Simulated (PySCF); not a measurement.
CH7ClN2Si. Atoms are numbered in the order given.

```xyz
12

N     -2.2124    -1.2264     0.7463
C     -1.5236    -0.3307    -0.1772
Si     0.2215     0.0965     0.3784
N      1.1029    -1.3742     0.5482
Cl     1.0575     1.4364    -0.9982
H     -2.3786    -0.7589     1.6358
H     -1.6167    -2.0253     0.9611
H     -2.1133     0.5904    -0.3174
H     -1.4812    -0.7898    -1.1818
H      0.2543     0.7610     1.7113
H      1.9362    -1.3863     1.1267
H      1.2289    -1.9734    -0.2618
```

The structure is a stationary point at PBE0-D3(BJ)/def2-SVP. The structure was generated by enumeration; whether it is a known compound was not checked. One conformer was computed; it need not be the lowest.

These are KT2/pcSseg-1 run with PySCF values and carry that method's errors.

GIAO shieldings, no solvent; atoms listed in one row are averaged. δ = σ(ref) − σ: ¹⁵N against NH3 (σ = 266.2 ppm); ¹³C against TMS (σ = 185.1 ppm); ²⁹Si against TMS (σ = 361.9 ppm); ³⁵Cl against HCl (σ = 945.4 ppm); ¹H against TMS (σ = 31.47 ppm), references at their B3LYP-D3(BJ)/def2-TZVP geometries, non-relativistic (without spin–orbit terms, shifts of atoms bonded to Cl or Br come out too high).

Computed chemical shifts:
```csv
nucleus,atoms,count,δ (ppm)
¹⁵N,N4,1,34.4
¹⁵N,N1,1,27.4
¹³C,C2,1,38.1
²⁹Si,Si3,1,-6.6
³⁵Cl,Cl5,1,89.6
¹H,H10,1,5.12
¹H,H8,1,2.73
¹H,H9,1,2.62
¹H,H11,1,1.34
¹H,H12,1,0.70
¹H,H7,1,0.60
¹H,H6,1,0.10
```
